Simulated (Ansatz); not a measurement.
Reaction (hydrogenolysis of the Al–Si bond): `O[SiH2][AlH][SiH3]` + H₂ → `O[SiH2][AlH2]` + SiH₄

Program: Ansatz. Geometries: PBE0-D4/def2-TZVP. ΔE: electronic, gas phase. CCSD(T)/CBS is the MP2 limit (def2-TZVPP, def2-QZVPP) plus CCSD(T) − MP2 in def2-TZVPP, frozen cores. This one scheme is used for every species. DFT in def2-TZVPP. One conformer a species, not always the lowest.

Question: Is it downhill or uphill in electronic energy at CCSD(T)/CBS, and by how much? (Estimate.)

Answer: The calculation gave: Downhill: ΔE = -12.6 kJ/mol.

Question: What do these levels give: PBE-D4, PBE0-D4, PBE, PBE0, MP2/def2-QZVPP, SCS-MP2/def2-QZVPP? (Best estimate.)

Answer: Computed: PBE-D4 4.4, PBE0-D4 -3.0, PBE -0.6, PBE0 -7.7, MP2/def2-QZVPP -15.8, SCS-MP2/def2-QZVPP -22.9 kJ/mol.

Largest T1 diagnostic among the species: 0.013.

In def2-TZVPP, CCSD(T) changes the Hartree–Fock value by +31.4 kJ/mol (the triples alone add +5.6 kJ/mol) and MP2 by +29.4 kJ/mol. From PBE to PBE0 (25 % exact exchange), in def2-TZVPP and without D4, ΔE moves by −7.1 kJ/mol.
